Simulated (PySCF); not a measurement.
C2H9NSi3. Atoms are numbered in the order given.

```xyz
15

Si     2.6958    -0.1749    -0.3476
C      0.8039    -0.0324    -0.0911
N      0.1322    -0.9429    -0.6821
Si    -1.6441    -0.9414    -0.5316
Si    -1.6933     0.9657     0.8257
C      0.2191     1.0921     0.7584
H      3.4275     0.9286     0.3518
H      3.1555    -1.4848     0.1987
H      2.9891    -0.1045    -1.8084
H     -2.2575    -0.8242    -1.8872
H     -2.0914    -2.2240     0.0866
H     -2.3415     2.1784     0.2422
H     -2.1790     0.7722     2.2250
H      0.5493     2.0615     0.3450
H      0.6656     1.0466     1.7675
```
Charge 0, spin multiplicity 1.

Coordinates come from a PBE0-D3(BJ)/def2-SVP optimisation. This is a generated structure with no PubChem entry under its InChIKey; it may be hypothetical. Other conformers were not sampled.

All values below come from TDA-PBE/def2-SVPD (PySCF).

Vertical excitations. The molecule is in vacuum.

| state | energy (eV) | λ (nm) | f | main pairs |
|---|---|---|---|---|
| S1 | 3.46 | 358 | 0.003 | HOMO→LUMO 99 % |
| S2 | 4.70 | 264 | 0.041 | HOMO→LUMO+1 95 % |
| S3 | 4.88 | 254 | 0.001 | HOMO→LUMO+2 75 %, HOMO−1→LUMO 24 % |
| S4 | 5.00 | 248 | 0.002 | HOMO−1→LUMO 75 %, HOMO→LUMO+2 24 % |
| S5 | 5.29 | 234 | 0.036 | HOMO→LUMO+4 85 % |
| S6 | 5.43 | 228 | 0.231 | HOMO→LUMO+3 80 % |
| T1 | 2.93 | 424 | 0 | HOMO→LUMO 99 % |
| T2 | 4.36 | 284 | 0 | HOMO→LUMO+1 98 % |
Triplets are in the Tamm–Dancoff approximation.
